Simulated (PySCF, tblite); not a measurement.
Compound: ethyl isobutyl amine, C6H15N.
SMILES with atom numbers: `[CH3:1][CH2:2][NH:3][CH2:4][CH:5]([CH3:6])[CH3:7]` (hydrogens: H8, H9, H10 on C1; H11, H12 on C2; H13 on N3; H14, H15 on C4; H16 on C5; H17, H18, H19 on C6; H20, H21, H22 on C7)

Computed with GFN2-xTB (tblite), gas phase: Langevin dynamics at 400 K from the optimised GFN2-xTB geometry, time step 0.5 fs, friction 0.01 fs⁻¹, 2000 steps. Over the second half of the run the saved frames average 408 K.

Frame at 250 fs, instantaneous temperature 312 K:
```
atom  x, y, z in Å
C1      2.607    0.068    0.419
C2      1.724   -1.075   -0.158
N3      0.566   -0.535   -0.873
C4     -0.229    0.473   -0.191
C5     -1.624    0.609   -0.764
C6     -2.477   -0.758   -0.644
C7     -2.490    1.647   -0.127
H8      3.020    0.569   -0.376
H9      2.007    0.789    0.932
H10     3.282   -0.370    1.137
H11     2.244   -1.813   -0.797
H12     1.297   -1.615    0.705
H13     0.686   -0.330   -1.864
H14     0.110    1.484   -0.094
H15    -0.252    0.058    0.880
H16    -1.492    0.643   -1.827
H17    -1.912   -1.667   -0.741
H18    -3.163   -0.848    0.182
H19    -3.068   -0.658   -1.582
H20    -3.259    1.904   -0.844
H21    -2.887    1.438    0.812
H22    -1.899    2.620    0.095
```

Frame at 425 fs, instantaneous temperature 312 K:
```
atom  x, y, z in Å
C1      2.541    0.492   -0.210
C2      1.723   -0.764    0.150
N3      0.351   -0.598   -0.272
C4     -0.459    0.357    0.453
C5     -1.463    1.054   -0.448
C6     -2.335    0.052   -1.240
C7     -2.535    2.035    0.203
H8      2.708    0.482   -1.269
H9      2.022    1.416    0.101
H10     3.474    0.327    0.354
H11     2.030   -1.675   -0.445
H12     1.719   -1.169    1.252
H13     0.323   -0.364   -1.252
H14    -0.037    1.176    0.921
H15    -0.941   -0.135    1.242
H16    -0.953    1.608   -1.253
H17    -3.257    0.532   -1.436
H18    -1.958   -0.382   -2.123
H19    -2.535   -0.819   -0.550
H20    -3.018    2.734   -0.492
H21    -3.244    1.297    0.680
H22    -1.971    2.495    0.963
```

Frame at 625 fs, instantaneous temperature 364 K:
```
atom  x, y, z in Å
C1      2.308    0.787   -0.528
C2      1.309    0.556    0.663
N3      0.166   -0.403    0.439
C4     -1.116    0.100    0.751
C5     -1.747    1.263    0.025
C6     -2.255    0.799   -1.329
C7     -2.925    1.779    0.791
H8      2.993   -0.015   -0.739
H9      1.731    1.050   -1.410
H10     2.913    1.685   -0.314
H11     1.894   -0.125    1.356
H12     1.153    1.422    1.251
H13     0.280   -0.522   -0.530
H14    -0.945    0.251    1.898
H15    -1.865   -0.745    0.662
H16    -1.155    2.101   -0.222
H17    -2.998    1.620   -1.581
H18    -1.526    0.809   -2.120
H19    -2.726   -0.143   -1.514
H20    -3.416    2.714    0.430
H21    -3.569    0.857    0.820
H22    -2.795    2.073    1.827
```

Frame at 800 fs, instantaneous temperature 519 K:
```
atom  x, y, z in Å
C1      1.641    1.406   -1.216
C2      1.235    0.599    0.064
N3      0.103   -0.253   -0.086
C4     -1.124    0.280    0.491
C5     -1.965    1.529   -0.004
C6     -2.756    1.324   -1.276
C7     -2.881    1.963    1.183
H8      2.437    0.942   -1.835
H9      0.777    1.620   -1.784
H10     1.973    2.372   -0.832
H11     2.147    0.156    0.451
H12     0.954    1.211    0.924
H13     0.345   -1.170   -0.032
H14    -0.903    0.439    1.591
H15    -1.860   -0.614    0.356
H16    -1.238    2.305   -0.256
H17    -3.479    2.149   -1.315
H18    -2.128    1.335   -2.157
H19    -3.388    0.469   -1.314
H20    -3.487    2.876    0.845
H21    -3.609    1.123    1.329
H22    -2.461    2.233    2.182
```

Frame at 1000 fs, instantaneous temperature 427 K:
```
atom  x, y, z in Å
C1      1.701    1.621   -1.696
C2      1.639    0.523   -0.617
N3      0.448   -0.316   -0.433
C4     -0.543    0.208    0.566
C5     -1.449    1.414    0.040
C6     -2.246    1.120   -1.186
C7     -2.321    1.781    1.340
H8      1.259    1.246   -2.591
H9      1.583    2.681   -1.518
H10     2.784    1.634   -1.839
H11     2.368   -0.260   -1.139
H12     1.993    0.936    0.340
H13     0.062   -0.326   -1.387
H14    -0.051    0.511    1.457
H15    -1.216   -0.527    0.845
H16    -0.828    2.327   -0.120
H17    -2.881    2.028   -1.358
H18    -1.585    0.891   -1.998
H19    -2.839    0.160   -1.055
H20    -3.099    2.429    1.078
H21    -2.906    0.933    1.700
H22    -1.598    2.300    2.072
```

**Question.** What do single points at PBE0/pcSseg-1 (PySCF, gas phase) give on these frames?

**Answer.** 
| t (fs) | GFN2-xTB E above start (eV) | DFT E above lowest frame (eV) | HOMO (eV) | LUMO (eV) | dipole (D) |
| --- | --- | --- | --- | --- | --- |
| 250 | 1.10 | 0.00 | -5.95 | 1.51 | 0.79 |
| 425 | 1.29 | 0.23 | -6.09 | 1.41 | 1.05 |
| 625 | 1.59 | 0.59 | -6.25 | 1.28 | 1.51 |
| 800 | 1.35 | 0.15 | -5.87 | 1.43 | 0.63 |
| 1000 | 1.46 | 0.39 | -6.13 | 1.16 | 1.38 |

The two levels order the frames alike by energy but for pairs within 0.08 eV at one level; measured from each level's lowest frame they differ by 0.10 eV at most. The HOMO–LUMO gap runs from 7.29 to 7.53 eV. These are instantaneous structures, not minima.

**Question.** And the isotropic GIAO shieldings (ppm) from the same runs?

**Answer.** 
```tsv
atom	250 fs	425 fs	625 fs	800 fs	1000 fs	mean	range
C1	174.2	169.6	168.6	164.5	163.4	168.1	10.8
C2	134.8	132.0	143.2	141.0	124.0	135.0	19.2
N3	213.5	207.7	219.8	227.5	193.3	212.4	34.2
C4	125.5	144.6	119.2	114.0	122.5	125.2	30.6
C5	152.6	153.7	163.9	151.7	146.3	153.6	17.6
C6	161.5	160.0	163.5	167.2	164.6	163.4	7.2
C7	167.8	157.9	158.4	153.8	157.8	159.1	14.0
H8	32.5	31.1	30.4	29.7	31.2	31.0	2.8
H9	30.6	29.7	31.0	31.6	30.3	30.6	1.9
H10	31.2	30.2	30.1	30.4	30.2	30.4	1.1
H11	28.2	27.4	26.9	28.8	25.9	27.4	2.9
H12	28.5	27.3	30.4	29.6	28.5	28.9	3.1
H13	31.5	32.5	32.6	32.2	30.7	31.9	1.9
H14	29.3	30.7	27.2	28.0	29.9	29.0	3.5
H15	28.8	30.9	28.3	27.5	30.6	29.2	3.4
H16	30.9	30.2	30.9	29.7	29.5	30.2	1.4
```

What follows is the cost of the whole dynamics run. Time: 13 s wall; peak memory 0.18 GiB. Hardware: an Arm Neoverse V1 with one thread (shared host).
